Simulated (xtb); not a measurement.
NSi, doublet, geometry from GFN2-xTB; GFN1-xTB in xtb.

The xtb input:
```
$ xtb mol.xyz --gfn 1 --uhf 1 --json

# file mol.xyz
2

Si    -0.00000000    -0.00000000    -0.52212322
N      0.00000000     0.00000000     1.04424644
```

**Question.** Write the output that xtb gives for this input, abridged.

**Answer.** 
```
   ID    Z sym.   atoms
    1   14 Si     1
    2    7 N      2

           -------------------------------------------------
          |                Calculation Setup                |
           -------------------------------------------------

           -------------------------------------------------
          |                 G F N 1 - x T B                 |
           -------------------------------------------------

          ...................................................
          :                      SETUP                      :
          :.................................................:
          :  # basis functions                  14          :
          :  # atomic orbitals                  13          :
          :  # shells                            5          :
          :  # electrons                         9          :
          :  # halogen bonds                     0          :
          :  max. iterations                   250          :
          :  Hamiltonian                  GFN1-xTB          :
          :  restarted?                      false          :
          :  GBSA solvation                  false          :
          :  PC potential                    false          :
          :  electronic temp.          300.0000000     K    :
          :  accuracy                    1.0000000          :
          :  -> integral cutoff          0.2500000E+02      :
          :  -> integral neglect         0.1000000E-07      :
          :  -> SCF convergence          0.1000000E-05 Eh   :
          :  -> wf. convergence          0.2000000E-04 e    :
          :  Broyden damping             0.4000000          :
          :  net charge                          0          :
          :  unpaired electrons                  1          :
          ...................................................

 iter      E             dE          RMSdq      gap      omega  full diag
   1     -4.9311583 -0.493116E+01  0.745E+00    3.01       0.0  T
   2     -4.9383637 -0.720544E-02  0.683E+00    3.88       1.0  T
   3     -4.9626911 -0.243273E-01  0.280E+00    3.33       1.0  T
   4     -4.9644000 -0.170894E-02  0.582E-01    3.40       1.0  T
   5     -4.9644599 -0.598687E-04  0.163E-01    3.37       1.0  T
   6     -4.9644831 -0.231958E-04  0.203E-02    3.39       3.5  T
   7     -4.9644836 -0.525339E-06  0.243E-03    3.38      29.1  T
   8     -4.9644836 -0.443013E-08  0.295E-04    3.38     240.1  T
   9     -4.9644836 -0.113750E-09  0.137E-06    3.38   51792.0  T
  10     -4.9644836 -0.444089E-14  0.131E-09    3.38  100000.0  T

   *** convergence criteria satisfied after 10 iterations ***

         :::::::::::::::::::::::::::::::::::::::::::::::::::::
         ::                     SUMMARY                     ::
         :::::::::::::::::::::::::::::::::::::::::::::::::::::
         :: total energy              -4.918441131890 Eh    ::
         :: gradient norm              0.006614715796 Eh/a0 ::
         :: HOMO-LUMO gap              3.384864238453 eV    ::
         ::.................................................::
         :: SCC energy                -4.964483594588 Eh    ::
         :: -> electrostatic           0.026937721088 Eh    ::
         :: repulsion energy           0.046346738370 Eh    ::
         :: dispersion energy         -0.000304275672 Eh    ::
         :: halogen bond corr.         0.000000000000 Eh    ::
         :: add. restraining           0.000000000000 Eh    ::
         :: total charge               0.000000000000 e     ::
         :::::::::::::::::::::::::::::::::::::::::::::::::::::

           -------------------------------------------------
          |                Property Printout                |
           -------------------------------------------------

    * Orbital Energies and Occupations

         #    Occupation            Energy/Eh            Energy/eV
      -------------------------------------------------------------
         1        2.0000           -0.6597403             -17.9524
         2        2.0000           -0.4808409             -13.0843
         3        2.0000           -0.3918086             -10.6617
         4        2.0000           -0.3918086             -10.6617
         5        1.0000           -0.3601342              -9.7997 (HOMO)
         6                         -0.2357427              -6.4149 (LUMO)
         7                         -0.2357427              -6.4149
         8                         -0.1096619              -2.9841
         9                         -0.0620717              -1.6891
        10                         -0.0620717              -1.6891
        11                          0.1006811               2.7397
        12                          0.1006811               2.7397
        13                          1.4730017              40.0824
      -------------------------------------------------------------
                  HL-Gap            0.1243915 Eh            3.3849 eV
             Fermi-level           -0.3367903 Eh           -9.1645 eV

  Mulliken/CM5 charges         n(s)   n(p)   n(d)
     1Si    0.39966  0.45654   1.719  1.354  0.527
     2N    -0.39966 -0.45654   1.630  3.770  0.000

Wiberg/Mayer (AO) data.
largest (>0.10) Wiberg bond orders for each atom

 ---------------------------------------------------------------------------
     #   Z sym  total        # sym  WBO       # sym  WBO       # sym  WBO
 ---------------------------------------------------------------------------
     1  14 Si   2.806 --     2 N    2.806
     2   7 N    2.806 --     1 Si   2.806
 ---------------------------------------------------------------------------

Topologies differ in total number of bonds
Writing topology from bond orders to xtbtopo.mol

 dipole moment from electron density (au)
     X       Y       Z
   0.0000   0.0000  -2.5039  total (Debye):    6.364

           -------------------------------------------------
          | TOTAL ENERGY               -4.918441131890 Eh   |
          | GRADIENT NORM               0.006614715796 Eh/α |
          | HOMO-LUMO GAP               3.384864238453 eV   |
           -------------------------------------------------

normal termination of xtb
```
